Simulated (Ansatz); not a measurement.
Calculated with Ansatz (gas phase, PBE0-D4/def2-TZVP geometries, no zero-point term in ΔE). CCSD(T)/CBS adds triple-zeta CCSD(T) − MP2 to the extrapolated MP2 energy (def2 sets, frozen cores). This one scheme is used for every species. Each species was taken in one conformer, which may not be the lowest.

Reaction (formal exchange of groups at the Si–O bond): `BN[SiH2]OC` + SiH₄ → `BN[SiH2][SiH3]` + CH₃OH

| species | HF/def2-TZVPP energy (Eh) |
| --- | --- |
| `BN[SiH2]OC` | -485.64738 |
| SiH₄ | -291.25838 |
| `BN[SiH2][SiH3]` | -661.76066 |
| CH₃OH | -115.09501 |

(1) Work out ΔE.

Largest T1 diagnostic among the species: 0.013.

Results:

(1) ΔE = (-661.76066) + (-115.09501) − (-485.64738) − (-291.25838) = 0.05009 Eh = +131.5 kJ/mol. CCSD(T)/CBS gives +109.7 kJ/mol.

From PBE to PBE0 (25 % exact exchange), in def2-TZVPP and without D4, ΔE moves by +6.8 kJ/mol. In def2-TZVPP, CCSD(T) changes the Hartree–Fock value by −20.2 kJ/mol (the triples alone add −2.3 kJ/mol) and MP2 by −12.6 kJ/mol.
